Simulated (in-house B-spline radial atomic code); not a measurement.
A calculation on Si²⁺: its settings, and results tabulated from the run. Computed with a B-spline radial code for spherical atoms: non-relativistic Hartree-Fock, average of configuration, point nucleus, inside a hard spherical wall at 5.05 bohr.

Command:
```bash
python run_scf.py task.json out
```
Settings:
```
Z                14
configuration    [He] 2s1 2p6 3s2 3p1
hamiltonian      nr
method           hf
spin_polarised   False
wall_radius      5.05
```

Output (hartree, bohr):
```
 radial grid: 39 intervals, B-splines of order 8, outer radius 5.05 bohr

 iter        energy (Eh)    residual
    1       -280.6650568    2.82e-01
    2       -282.1393537    9.38e-02
    3       -282.2355472    3.49e-02
    4       -282.2492392    1.29e-02
    5       -282.2513532    3.38e-03
    6       -282.2515106    1.68e-04
    7       -282.2515115    2.38e-05
    8       -282.2515115    1.04e-06
    9       -282.2515115    7.74e-08

 total energy                     -282.251511
 kinetic                            282.33585
 electron-nucleus                  -659.95513
 electron-electron                   95.36776

 orbital      occ     eigenvalue          <r>       <r^2>       <1/r>     <1/r^2>       r_max
 1s         2.000      -70.60574     0.111493   0.0167261     13.5773     372.243     0.07303
 2s         1.000       -7.73791     0.557029    0.372447     2.63672     28.8076      0.4491
 2p         6.000       -5.69799      0.51573    0.331363     2.53086     8.97641      0.3822
 3s         2.000       -1.34230      1.83231     3.83174    0.751714     3.44679       1.604
 3p         1.000       -1.06181      1.99547     4.53953     0.65971    0.956163       1.741
```

Time taken, with all properties: 0.04 s on 1 thread of x86-64 server CPU (shared host).
